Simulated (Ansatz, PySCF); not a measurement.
Caution: the highest occupied level lies above zero, so the state may not be bound. This triplet is an excited state, 0.67 eV above the relaxed singlet at the level frozen-core CCSD(T)/aug-cc-pVDZ // PBE0-D3(BJ)/def2-TZVPD (Ansatz, an electronic-structure program).

Cartesian coordinates (Å):
SMILES: [CH3][Al-][CH]=O
```xyz
8

C     -1.4511    -0.0550    -0.1029
Al     0.2483    -0.7146    -0.9778
C      1.8803    -0.0118    -0.1197
O      3.0994    -0.1258    -0.2912
H     -2.0780     0.5213    -0.7919
H     -1.1893     0.6002     0.7388
H     -2.0623    -0.8748     0.2899
H      1.5527     0.6605     0.7424
```
Charge -1, spin multiplicity 3.

Q: What is the computed total energy and highest occupied spin orbital (PBE0-D3(BJ)/def2-TZVPD (PySCF))?

A: 
| Property | Value |
|---|---|
| total energy | -10776.19 eV |
| highest occupied spin orbital | 0.59 eV |
